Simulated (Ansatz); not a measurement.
Reaction (SMILES): F[C]F (closed-shell singlet) → C atom + 2 F atom
B3LYP-D3(BJ)/def2-TZVP geometries, fixed; electronic energies without zero-point terms.

The atomisation energy at MP2 with Ansatz (an electronic-structure program), in kcal/mol, split into its Hartree-Fock and correlation parts. Cores are frozen. A restricted Hartree-Fock determinant is unstable towards unrestricted orbitals. Open shells are unrestricted. No added dispersion term, no relativity. Functions are those of the species that has most.

```csv
basis,X,functions,Hartree-Fock,MP2
aug-cc-pVDZ,2,69,150.64,249.28
aug-cc-pVTZ,3,138,158.38,265.66
aug-cc-pVQZ,4,240,158.73,269.88
```

Worked estimate of the basis-set limit from each neighbouring pair, with Hartree-Fock from the larger set and the correlation part extrapolated as X^-3.
Correlation parts: X = 2: 98.64, X = 3: 107.28, X = 4: 111.15.
- (2,3): (27·(107.28) - 8·(98.64))/19 = 110.92; with Hartree-Fock 158.38 the estimate is 269.30 kcal/mol.
- (3,4): (64·(111.15) - 27·(107.28))/37 = 113.97; with Hartree-Fock 158.73 the estimate is 272.70 kcal/mol.
The last two estimates differ by 3.41 kcal/mol; the largest set lies 2.82 from the last. Over the last step Hartree-Fock moves by 0.35 and the correlation part by 3.87.
